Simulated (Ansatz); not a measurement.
`N[C@H]1N[Si@H](F)S1` → `N=C(F)S[SiH2]N`  (isomerisation)

Gas-phase electronic energies from Ansatz, PBE0-D4/def2-TZVP geometries. CCSD(T)/CBS adds triple-zeta CCSD(T) − MP2 to the extrapolated MP2 energy (def2 sets, frozen cores). Functionals use def2-TZVPP. B3LYP here is the variant with VWN-RPA as its local correlation; programs differ in this. Each species was taken in one conformer, which may not be the lowest.

Task: Is it downhill or uphill in electronic energy at CCSD(T)/CBS, and by how much? (Estimate.)

Result: The calculation gave: Uphill: ΔE = +47.9 kcal/mol.

Task: What do these levels give: PBE0, B3LYP, CCSD/def2-TZVPP, SCS-MP2/def2-QZVPP, MP2/CBS(def2), CCSD/CBS(def2)? (An estimate is asked.)

Result: The calculation gave: PBE0 46.1, B3LYP 41.4, CCSD/def2-TZVPP 46.4, SCS-MP2/def2-QZVPP 48.1, MP2/CBS(def2) 51.3, CCSD/CBS(def2) 48.4 kcal/mol.

Largest T1 diagnostic among the species: 0.013.

The D4 term adds +1.1 kcal/mol with B3LYP and +0.5 kcal/mol with PBE0; it sums over pairs of atoms, weighted by their polarisabilities, and B3LYP, whose exchange is more repulsive, gets the larger term. In def2-TZVPP, CCSD(T) changes the Hartree–Fock value by +2.4 kcal/mol (the triples alone add −0.5 kcal/mol) and MP2 by +5.8 kcal/mol. From PBE to PBE0 (25 % exact exchange), in def2-TZVPP and without D4, ΔE moves by +4.1 kcal/mol.
